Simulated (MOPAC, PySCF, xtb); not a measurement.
Torsion F1–Pb2–S3–H4 in FHPbS (SMILES [F][Pb][SH]); at each angle all else is relaxed with GFN2-xTB, and the levels are single points there.
Geometry at 0° (charge 0, multiplicity 1):
```xyz
4

F      1.737    -0.886    -0.163
Pb     0.995     1.028    -0.618
S     -1.425     0.399    -0.501
H     -1.268    -0.876    -0.202
```

On the grid 0° to 330°, 90° is the highest and 0° the lowest point at CCSD(T)/CBS(def2-TZVPP, def2-QZVPP).

Rows in LANL2DZ carry no dispersion term and start afresh at each structure. LANL2DZ brings its own core potentials from Na on. The state that PM6 reach isn't checked.

The values were computed with MOPAC for PM6 (differences of heats of formation); PySCF for LANL2DZ rows; xtb for the GFN methods. Each number belongs to the level named beside it.

One of these levels gives 6.78 kcal/mol for the energy at 90° less that at 0°. Name it.
(A) GFN2-xTB
(B) PM6
(C) B3LYP/LANL2DZ

B, PM6. The others give 10.01 (GFN2-xTB), 7.96 (B3LYP/LANL2DZ)
